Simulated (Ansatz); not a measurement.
Calculated with Ansatz (gas phase, PBE0-D4/def2-TZVP geometries, no zero-point term in ΔE). CCSD(T)/CBS is the MP2 limit (def2-TZVPP, def2-QZVPP) plus CCSD(T) − MP2 in def2-TZVPP, frozen cores. DFT in def2-TZVPP. HSE06 is defined as in plane-wave codes. Elements past krypton have def2 core potentials. For Zr outer-core shells are correlated without core-valence functions, which leaves a few kJ/mol of doubt a bond. Each species was taken in one conformer, which may not be the lowest.

Consider the redistribution: `O[SiH]1[SiH2][SiH2]1` + `[NH2][Zr]([F])([F])[F]` → `F[SiH]1[SiH2][SiH2]1` + `[NH2][Zr]([OH])([F])[F]`.

```tsv
level	ΔE (kJ/mol)	difference from CCSD(T)/CBS
PBE-D4	13.8	9.5
HSE06-D4	11.9	7.6
ωB97X-V	10.2	5.9
B2PLYP	7.4	3.1
BLYP	9.4	5.1
PBE0	11.4	7.1
HSE06	11.6	7.3
LC-ωPBE	12.6	8.3
CCSD(T)/def2-TZVPP	6.3	2.0
MP2/CBS(def2)	3.8	-0.5
CCSD(T)/CBS	4.3	0
```

Largest T1 diagnostic among the species: 0.017.

Leaving LDA and LC-ωPBE aside and taking each functional with its dispersion term where it has one, the values, not all of them listed here, spread over 10.4 kJ/mol, from BHLYP-D4 to revPBE-D4. LDA lies −3.2 kJ/mol from PBE without D4. From BLYP to BHLYP (50 % exact exchange), in def2-TZVPP and without D4, ΔE moves by −4.0 kJ/mol. At CCSD(T), def2-SVP lies +4.1 kJ/mol from the extrapolated value and def2-TZVPP +2.0 kJ/mol.
